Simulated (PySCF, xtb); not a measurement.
BCl2, SMILES Cl[B+]Cl, charge +1.

Harmonic wavenumbers (cm⁻¹) from GFN2-xTB run with xtb at its own minimum, in rising order: 301, 301, 558, 1372.

**Question.** What does B3LYP-D3(BJ)/def2-TZVP (PySCF 2.14.0) give at its own minimum? (The exact figures need the calculation; the answer reports its results.)

**Answer.** 327, 327, 559, 1463. Paired by order, the mean absolute difference is 36 cm⁻¹ and the zero-point energies are 3.6 and 3.8 kcal/mol.
